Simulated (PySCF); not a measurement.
**Quadrupolar nuclei of `CN[SiH2]C#C[SiH2]C#N` in NMR**

C4H8N2Si2.
Cartesian coordinates in Å at the GFN2-xTB level; atoms count from 1:
```xyz
16
C4H8N2Si2 angstrom
C     -3.4159    0.4290   -0.2568
N     -1.9884    0.2575   -0.1462
Si    -1.2274   -0.4866    1.2027
C      0.5610   -0.5251    0.7145
C      1.7357   -0.5564    0.4244
Si     3.5152   -0.6147   -0.0552
C      4.2139    1.0538    0.4242
N      4.6480    2.0742    0.7110
H     -3.9107   -0.4272    0.1975
H     -3.7732    1.3354    0.2463
H     -3.7092    0.4816   -1.3074
H     -1.4843    0.9810   -0.6373
H     -1.7726   -1.8443    1.3057
H     -1.3309    0.2106    2.4975
H      3.6788   -0.7357   -1.5066
H      4.2524   -1.6241    0.7093
```

Computed at PBE0/pcSseg-1 (PySCF, non-relativistic):

```
atom             environment  nucleus  spin I    Q (b)  CQ = χzz (MHz)      η
  N2  silicon-bound nitrogen      14N       1  0.02044          -5.098  0.316
  N8          cyano nitrogen      14N       1  0.02044          -5.549  0.008
```

Q: Work back to Vxx, Vyy and Vzz; CQ/MHz = 234.96 (Q/b)(Vzz/au).

A: The tensor is traceless, so η fixes the two smaller values:

| atom | Vxx (au) | Vyy (au) | Vzz (au) | Vzz (10²¹ V/m²) |
| --- | --- | --- | --- | --- |
| N2 | 0.363 | 0.698 | -1.062 | -10.31 |
| N8 | 0.573 | 0.582 | -1.155 | -11.23 |

Q: Give the quadrupolar product PQ = |CQ|√(1 + η²/3), the quadrupolar frequency νQ = 3|CQ|/[2I(2I − 1)] and the Larmor frequency ν0 = |g| × 7.62259 MHz/T × B at 18.8 T, with g(14N) = 0.40376.

A: 
```
atom  PQ (MHz)  νQ (MHz)  ν0 (MHz)  νQ/ν0
  N2     5.182     7.647     57.86  0.132
  N8     5.549     8.323     57.86  0.144
```

For N2: PQ = 5.098 × 1.0165, νQ = 5.098 × 1.5000, ν0 = 3.0777 MHz/T × 18.8 T.

Q: In the extreme-narrowing limit, with isotropic tumbling and one correlation time, the quadrupolar linewidth goes as PQ². What relative widths follow for the 14N sites?

A: N8 1, N2 0.87, with N8 as 1.

Q: Take a correlation time of 20 ps, isotropic tumbling and extreme narrowing. What quadrupolar relaxation rates and linewidths follow?

A: 1/T1 = 1/T2 = (3π²/10)(2I + 3)/[I²(2I − 1)] × PQ² × τc; the width is 1/(πT2).

```json
{"site": "14N at N2", "spin factor (2I + 3)/[I²(2I − 1)]": "5.000", "1/T1 (s⁻¹)": "7950", "T1 (ms)": "0.126", "linewidth (Hz)": "2530"}
{"site": "14N at N8", "spin factor (2I + 3)/[I²(2I − 1)]": "5.000", "1/T1 (s⁻¹)": "9120", "T1 (ms)": "0.11", "linewidth (Hz)": "2900"}
```

The couplings are those of the rigid, isolated species; surroundings and motion change them. GFN2-xTB bond lengths can be off by several hundredths of an ångström, more for odd bonds, and the gradients follow them. With so small a basis the couplings can be 20 % off.

One conformer stands for the species.
